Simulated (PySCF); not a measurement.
Compound: C2H8BF2N.
Bonds: B1–N2, N2–C3, C3–C4, C4–F5, C4–F6. Hydrogens: H7, H8, H9 on B1; H10, H11 on N2; H12, H13 on C3; H14 on C4.

Level of theory: PBE0-D3(BJ)/def2-SVP geometry optimisation, gas phase in PySCF.

**Question.** List the bond lengths, angles and torsions at this level.

**Answer.** 
```
               bond  length (bohr)   order
              B1–N2          3.079  single
              N2–C3          2.760  single
              C3–C4          2.848  single
       C4–F5, C4–F6          2.560  single
B1–H7, B1–H8, B1–H9          2.315  single
     N2–H10, N2–H11          1.932  single
     C3–H12, C3–H13          2.076  single
             C4–H14          2.084  single
```

Bonds in one row agree within 0.02 bohr and their mean is given. Orders are formal, as drawn. A selection of angles:
```
     angle  degrees
  N2–B1–H7    105.3
  H7–B1–H8    113.1
  B1–N2–C3    114.2
 B1–N2–H10    108.8
 C3–N2–H10    109.2
H10–N2–H11    106.0
  N2–C3–C4    111.5
 N2–C3–H12    108.4
 N2–C3–H13    108.5
 C4–C3–H12    110.3
H12–C3–H13    107.6
  C3–C4–F5    109.4
 C3–C4–H14    113.1
  F5–C4–F6    107.3
 F5–C4–H14    108.8
```

Dihedral angles: B1–N2–C3–C4 180° (antiperiplanar); N2–C3–C4–F5 -59° (synclinal).

Of the pairs four or more bonds apart, F6···H11 is among the closest relative to their van der Waals radii: 2.46 Å, 92 % of the sum of Bondi's values. B1 (four-coordinate boron) is distorted tetrahedral (angles from 105.3° to 113.3°). N2 (nitrogen bonded to B, C and 2 H) is distorted tetrahedral (angles from 106.0° to 114.2°).

Point group: Cs (every atom within 0.08 Å of its image). No frequency check. The numbers are those of one conformer.
